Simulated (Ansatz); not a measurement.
Reaction (formal exchange of groups at a C–Ge bond): `Cl[SiH2][CH2][GeH3]` + ethane → `CCC[SiH2]Cl` + GeH₄

Program: Ansatz. Geometries: PBE0-D4/def2-TZVP. ΔE: electronic, gas phase. CCSD(T)/CBS is the MP2 limit (def2-TZVPP, def2-QZVPP) plus CCSD(T) − MP2 in def2-TZVPP, frozen cores. This one scheme is used for every species. Functionals use def2-TZVPP. For Ge outer-core shells are correlated without core-valence functions, which leaves a few kJ/mol of doubt a bond. Scalar relativity is left out up to krypton. One conformer a species, not always the lowest.

```json
{"level": "r2SCAN-D4", "ΔE (kJ/mol)": "38.1"}
{"level": "PBE", "ΔE (kJ/mol)": "37.4"}
{"level": "CCSD(T)/def2-TZVPP", "ΔE (kJ/mol)": "39.7"}
{"level": "SCS-MP2/def2-QZVPP", "ΔE (kJ/mol)": "41.4"}
```

(1) What does CCSD(T)/CBS give? (Best estimate.)

Largest T1 diagnostic among the species: 0.012.

## Answers

(1) Ansatz gave: +40.8 kJ/mol. The listed levels differ from it by -2.7, -3.4, -1.1, 0.6 kJ/mol.

CCSD(T)/CBS has its own doubt, a few kJ/mol and more with outer-core shells, so smaller differences from it don't rank the levels.
